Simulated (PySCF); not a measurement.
Working out the ionisation energy of C⁺

C⁺ [He] 2s2 2p1 (2P) → C²⁺ [He] 2s2 (1S). Calculation: PySCF 2.14, in cc-pVDZ-DK; scalar relativity by spin-free X2C-1e. Frozen: 1s2. Energies in hartree (1 hartree = 27.21139 eV):

```json
{"part": "UHF", "C⁺ (lower)": "-37.304630", "C²⁺ (upper)": "-36.415882"}
{"part": "CCSD correlation", "C⁺ (lower)": "-0.066690", "C²⁺ (upper)": "-0.071926"}
{"part": "(T)", "C⁺ (lower)": "-0.000651", "C²⁺ (upper)": "0.000000"}
```

**Question.** What does Hartree-Fock give?

**Answer.** (-36.415882) − (-37.304630) = 0.888748 hartree = 24.184 eV.

**Question.** What do CCSD and CCSD(T) give?

**Answer.** The CCSD correlation energies differ by -0.005236 hartree = -0.142 eV and the triples by 0.000651 hartree = 0.018 eV, so CCSD gives 24.042 eV and CCSD(T) 24.060 eV.

Measured between the centres of the two terms (NIST): 24.378 eV, so CCSD(T) (valence) is off by -0.318 eV.

A double-zeta basis recovers only part of the correlation energy.

The coupled-cluster amplitudes are large, so a single reference is strained.

What remains against the reference includes basis incompleteness, the frozen core and higher excitations.
